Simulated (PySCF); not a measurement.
C₃H₃Cl₂F, SMILES F/C(Cl)=C(/Cl)C.

Geometry optimised at TPSSh-D3(BJ)/def2-SVP.

Two levels are set side by side: PBE/def2-TZVP (PySCF) and M06-2X/def2-TZVP (PySCF). Same geometry, gas phase. Differences are taken from unrounded values.

```
quantity                     M06-2X    PBE  PBE minus M06-2X
---------------------------  ------  -----  ----------------
orbital gap (eV)               9.02   4.73             -4.29
highest occupied level (eV)   -8.34  -5.89              2.45
lowest empty level (eV)        0.68  -1.16             -1.84
dipole moment (D)              1.42   1.33             -0.10
mean polarisability (bohr³)    60.9   63.3               2.4
```

PBE's occupied levels lie high since its potential decays too fast outside the molecule; exact exchange lowers them and widens the gap. PBE's more diffuse valence density responds more strongly to a field. Differences between two approximate levels are no errors against the true value.

Rough cost on one machine, each run with all the roots and properties that it gave: M06-2X against PBE about 3 times.
